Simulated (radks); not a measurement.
Problem. Valence configurations of B I (all share [He]). Calculated with a radial shooting solver on a logarithmic mesh with Libxc functionals: Dirac Kohn-Sham, BLYP, spin-unpolarised, spherical densities, point nucleus; open shells are shared between the two j in proportion to 2j + 1. Order these by energy: 2s2 2p1; 2s0.5 2p2.5; 2s1 2p2; 2p3; 2s1.5 2p1.5.

Solution. From the lowest, in eV above it: 2s2 2p1 0.000; 2s1.5 2p1.5 2.887; 2s1 2p2 5.783; 2s0.5 2p2.5 8.687; 2p3 11.598. NIST lists [He] 2s2 2p1 as the ground configuration; this level of theory agrees among the configurations tried. The energies are those of spherical spin-averaged densities, not of single terms.
